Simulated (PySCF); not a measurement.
The multiplicity is imposed and other spin states were not computed.

# [Ag(CO)(OH)] (charge 0, multiplicity 1)

Calculation: TPSSh-D3(BJ)/def2-TZVP // r2SCAN-D4/def2-SVP run with PySCF.

- HOMO = -6.29 eV
- dipole moment = 3.51 D
- LUMO = -2.71 eV
- HOMO–LUMO gap = 3.57 eV
- charge on the central atom (Mulliken) = 0.28 e
- mean C–O bond length of the carbonyls = 1.138 Å
- total energy = -336.1769 Ha
- cost = roughly 110 core-seconds

```xyz
5

Ag    -0.1345     0.0723    -0.0122
O     -1.8458     0.8735    -2.4332
C     -1.2023     0.6093    -1.5320
O      0.9529    -0.4247     1.5231
H      0.9197    -1.3717     1.7149
```
